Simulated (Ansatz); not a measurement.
Ansatz (an electronic-structure program) input for C4H3N2, SMILES [c]1cncnc1, multiplicity 2, PBE-D3(BJ)/def2-SVP. 

Ansatz 0.2 input:
```yaml
crystal:
  periodic: [false, false, false]
  atoms:
    - {symbol: C, position_ang: [-0.00000000, 0.00000001, 1.36593765]}
    - {symbol: C, position_ang: [-0.00000000, -1.18911127, 0.68679558]}
    - {symbol: N, position_ang: [-0.00000000, -1.17781246, -0.64567253]}
    - {symbol: C, position_ang: [0.00000000, -0.00000001, -1.23428891]}
    - {symbol: N, position_ang: [-0.00000000, 1.17781245, -0.64567254]}
    - {symbol: C, position_ang: [0.00000000, 1.18911128, 0.68679557]}
    - {symbol: H, position_ang: [0.00000001, -2.15943011, 1.16280347]}
    - {symbol: H, position_ang: [0.00000000, -0.00000002, -2.31763083]}
    - {symbol: H, position_ang: [-0.00000001, 2.15943012, 1.16280345]}
basis:
  gaussian:
    orbitals: def2-SVP
hamiltonian:
  xc: pbe
  dispersion: d3bj
magnetization: {spin_polarized: true, initial_magnetization: 1}
relax: {f_tol: 0.002, max_steps: 200}
```

Output:

```
WARN ansatz: RAYON_NUM_THREADS=1 ignored (pool sized by the plan → 1); use --threads N
Functional definition: PBE
integrals: 0.04 GiB planned
1150 factors; their error is unknown
mean field: 0.34 GiB planned
mean field evaluation 1: about -7153.8955 eV, gradient 3.4e1 eV
mean field evaluation 2: about -7148.5177 eV, gradient 4.9e1 eV
mean field evaluation 4: about -7159.9726 eV, gradient 4.0e0 eV
mean field evaluation 8: about -7160.0553 eV, gradient 1.1e-1 eV
mean field evaluation 16: about -7159.9738 eV, gradient 2.4e-3 eV
mean field evaluation 32: about -7154.7822 eV, gradient 2.2e1 eV
mean field -7159.97376092 eV, -263.1241825093 hartree, gradient 1.8e-5 eV, S^2 0.755449; 3 other end points of the search recorded, 0 dependent functions left out
the calculation of the forces begins
reference -7159.97378920 eV, -263.1241835484 hartree; 21, 20 occupied and 78, 79 virtual orbitals, 1150 factors
relax step   1: F+E_penalty+E_count = -7160.19599063 eV  Δ(F+E_penalty+E_count) = +0.000e0 eV  max|allowed force component| = 1.194e0 eV/Å  Δτ_max = 0.0000 Å  (85 SCF iters, accepted)
these checks for a lower state are left out or cut short: starts, cluster_reference, orbital_swaps, neighbouring_geometries, increment
integrals: 0.04 GiB planned
1150 factors; their error is unknown
mean field: 0.33 GiB planned
mean field -7160.07095564 eV, -263.1277543494 hartree, gradient 2.0e-5 eV, S^2 0.755759; 0 other end points of the search recorded, 0 dependent functions left out
the calculation of the forces begins
reference -7160.07098437 eV, -263.1277554053 hartree; 21, 20 occupied and 78, 79 virtual orbitals, 1150 factors
relax step   2: F+E_penalty+E_count = -7160.29246359 eV  Δ(F+E_penalty+E_count) = -9.647e-2 eV  max|allowed force component| = 4.135e-1 eV/Å  Δτ_max = 0.0346 Å  (37 SCF iters, accepted)
these checks for a lower state are left out or cut short: starts, cluster_reference, orbital_swaps, neighbouring_geometries, increment
integrals: 0.04 GiB planned
1150 factors; their error is unknown
mean field: 0.33 GiB planned
mean field -7160.08047127 eV, -263.1281040422 hartree, gradient 2.2e-5 eV, S^2 0.755881; 0 other end points of the search recorded, 0 dependent functions left out
the calculation of the forces begins
reference -7160.08050014 eV, -263.1281051034 hartree; 21, 20 occupied and 78, 79 virtual orbitals, 1150 factors
relax step   3: F+E_penalty+E_count = -7160.30162605 eV  Δ(F+E_penalty+E_count) = -9.162e-3 eV  max|allowed force component| = 7.001e-2 eV/Å  Δτ_max = 0.0129 Å  (37 SCF iters, accepted)
these checks for a lower state are left out or cut short: starts, cluster_reference, orbital_swaps, neighbouring_geometries, increment
integrals: 0.04 GiB planned
1150 factors; their error is unknown
mean field: 0.33 GiB planned
mean field -7160.08071511 eV, -263.1281130033 hartree, gradient 2.3e-5 eV, S^2 0.755883; 0 other end points of the search recorded, 0 dependent functions left out
the calculation of the forces begins
reference -7160.08074399 eV, -263.1281140644 hartree; 21, 20 occupied and 78, 79 virtual orbitals, 1150 factors
relax step   4: F+E_penalty+E_count = -7160.30184681 eV  Δ(F+E_penalty+E_count) = -2.208e-4 eV  max|allowed force component| = 3.165e-2 eV/Å  Δτ_max = 0.0017 Å  (38 SCF iters, accepted)
these checks for a lower state are left out or cut short: starts, cluster_reference, orbital_swaps, neighbouring_geometries, increment
integrals: 0.04 GiB planned
1150 factors; their error is unknown
mean field: 0.33 GiB planned
mean field evaluation 64: about -7160.0807 eV, gradient 1.7e-5 eV
mean field -7160.08074561 eV, -263.1281141241 hartree, gradient 1.7e-5 eV, S^2 0.755877; 0 other end points of the search recorded, 0 dependent functions left out
the calculation of the forces begins
reference -7160.08077448 eV, -263.1281151850 hartree; 21, 20 occupied and 78, 79 virtual orbitals, 1150 factors
relax step   5: F+E_penalty+E_count = -7160.30187828 eV  Δ(F+E_penalty+E_count) = -3.147e-5 eV  max|allowed force component| = 2.340e-3 eV/Å  Δτ_max = 0.0009 Å  (28 SCF iters, accepted)
these checks for a lower state are left out or cut short: starts, cluster_reference, orbital_swaps, neighbouring_geometries, increment
integrals: 0.04 GiB planned
1150 factors; their error is unknown
mean field: 0.33 GiB planned
mean field -7160.08074521 eV, -263.1281141095 hartree, gradient 6.8e-6 eV, S^2 0.755877; 0 other end points of the search recorded, 0 dependent functions left out
the calculation of the forces begins
reference -7160.08077408 eV, -263.1281151704 hartree; 21, 20 occupied and 78, 79 virtual orbitals, 1150 factors
relax step   6: F+E_penalty+E_count = -7160.30187834 eV  Δ(F+E_penalty+E_count) = -5.941e-8 eV  max|allowed force component| = 4.067e-4 eV/Å  Δτ_max = 0.0000 Å  (25 SCF iters, accepted)
integrals: 0.04 GiB planned
1150 factors; their error is unknown
mean field: 0.33 GiB planned
mean field -7160.08074521 eV, -263.1281141095 hartree, gradient 7.2e-6 eV, S^2 0.755877; 1 other end points of the search recorded, 0 dependent functions left out
the calculation of the forces begins
reference -7160.08077408 eV, -263.1281151704 hartree; 21, 20 occupied and 78, 79 virtual orbitals, 1150 factors
Total energy: -7160.30190721 eV, -263.1362416630 hartree
Atom 0 at     0.000000     0.000000     1.371030 Å, force     0.000000     0.000000    -0.000044 eV/Å
Atom 1 at     0.000000    -1.210103     0.692475 Å, force     0.000000     0.000145    -0.000277 eV/Å
Atom 2 at     0.000000    -1.203991    -0.660362 Å, force    -0.000000    -0.000040     0.000174 eV/Å
Atom 3 at    -0.000000    -0.000000    -1.250426 Å, force    -0.000000     0.000000     0.000406 eV/Å
Atom 4 at    -0.000000     1.203991    -0.660362 Å, force     0.000000     0.000040     0.000174 eV/Å
Atom 5 at    -0.000000     1.210103     0.692475 Å, force    -0.000000    -0.000145    -0.000277 eV/Å
Atom 6 at     0.000000    -2.192526     1.196735 Å, force     0.000000    -0.000157     0.000031 eV/Å
Atom 7 at    -0.000000    -0.000000    -2.356428 Å, force     0.000000     0.000000    -0.000216 eV/Å
Atom 8 at    -0.000000     2.192526     1.196735 Å, force    -0.000000     0.000157     0.000031 eV/Å
Dipole moment:     0.000000     0.000000     0.182763 e Å
```

The run converged.

Cost: very roughly 40 core-seconds.
